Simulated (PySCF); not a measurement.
**Fractional electron number in Be+ (beryllium, charge +1)**

The 2s alpha orbital of [He] 2s1 is emptied in steps (occupation f), with all orbitals relaxed, ending at 1s2. Computed with PySCF 2.14 in aug-cc-pVTZ-DK (5s4p3d2f, 46 functions), with scalar relativity by spin-free X2C-1e. The exact energy is a straight line in f; departures are measured from the line between the end points of the same method.

```
   f  UHF (eV)  LDA (eV)  PBE (eV)  PBE0 (eV)  LC-wPBE (eV)  BHandHLYP (eV)  HSE06 (eV)
   1     0.000     0.000     0.000      0.000         0.000           0.000       0.000
0.75     0.000    -0.725    -0.744     -0.547        -0.063          -0.407      -0.623
 0.5     0.000    -0.929    -0.967     -0.707        -0.073          -0.539      -0.810
0.25     0.000    -0.643    -0.697     -0.506        -0.048          -0.403      -0.582
   0     0.000     0.000     0.000      0.000         0.000           0.000       0.000
```

Q: For LDA, how does the orbital energy at f = 1 compare with the removal energy?

A: −ε = 14.297 eV against a total-energy difference of 18.251 eV. By Janak's theorem ε = ∂E/∂f, so the gap between them reflects the curvature. Along the path −ε is 16.402 (f = 0.75), 18.450 (f = 0.5), 20.283 (f = 0.25) eV.

| method | E(f=0) − E(f=1) (eV) | −ε at f=1 (eV) | −ε at f=0.5 (eV) |
| --- | --- | --- | --- |
| UHF | 18.128 | 18.130 | 18.128 |
| LDA | 18.251 | 14.297 | 18.450 |
| PBE | 18.494 | 14.464 | 18.613 |
| PBE0 | 18.455 | 15.477 | 18.561 |
| LC-wPBE | 18.533 | 18.155 | 18.580 |
| BHandHLYP | 18.501 | 16.316 | 18.515 |
| HSE06 | 18.449 | 15.070 | 18.553 |

Reference removal energy between the ground levels: 18.211 eV (measured; NIST Atomic Spectra Database, ionization energies). UHF lacks correlation.
